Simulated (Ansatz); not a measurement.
Start from `O[C](F)(Cl)[ZnH]` and change one atom or group to get `BC(O)(F)Cl`.

Ansatz, PBE0-D4/def2-TZVP geometries, multiplicity 1. Each molecule was computed in one conformer, which needn't be the lowest. `BC(O)(F)Cl` holds a close contact that its SMILES doesn't draw: O···B 1.81 Å.

Scalar relativity is left out up to krypton.

```csv
property,`O[C](F)(Cl)[ZnH]`
HOMO energy (PBE0/def2-TZVPP) / eV,-7.86
"ideal-gas entropy at 298 K and 1 bar (rigid rotor, harmonic PBE0-D4/def2-TZVP) / J/(mol·K)",344
HOMO energy (ωB97M-V/def2-TZVPP) / eV,-10.05
zero-point energy (PBE0-D4/def2-TZVP) / kJ/mol,78.8
HOMO energy (PBE/def2-TZVPP) / eV,-6.62
HOMO–LUMO gap (PBE/def2-TZVPP) / eV,5.02
```

Problem. Give the same properties after the change, and the shifts. (Estimate.)

Solution. Ansatz gave: 
| property | `BC(O)(F)Cl` | shift |
| --- | --- | --- |
| HOMO energy (PBE0/def2-TZVPP) / eV | -8.63 | -0.77 |
| ideal-gas entropy at 298 K and 1 bar (rigid rotor, harmonic PBE0-D4/def2-TZVP) / J/(mol·K) | 312 | -32 |
| HOMO energy (ωB97M-V/def2-TZVPP) / eV | -10.93 | -0.88 |
| zero-point energy (PBE0-D4/def2-TZVP) / kJ/mol | 120.6 | 41.8 |
| HOMO energy (PBE/def2-TZVPP) / eV | -7.21 | -0.59 |
| HOMO–LUMO gap (PBE/def2-TZVPP) / eV | 5.86 | 0.84 |

With PBE0 the HOMO falls by 0.77 eV and the LUMO rises by 0.45 eV, so the gap widens by about 1.22 eV. PBE moves the HOMO by -0.59 eV and ωB97M-V by -0.88 eV. The zero-point energy changes by 41.8 kJ/mol with +3 modes.

Positive LUMOs are unbound, so they and the gaps depend on the basis.
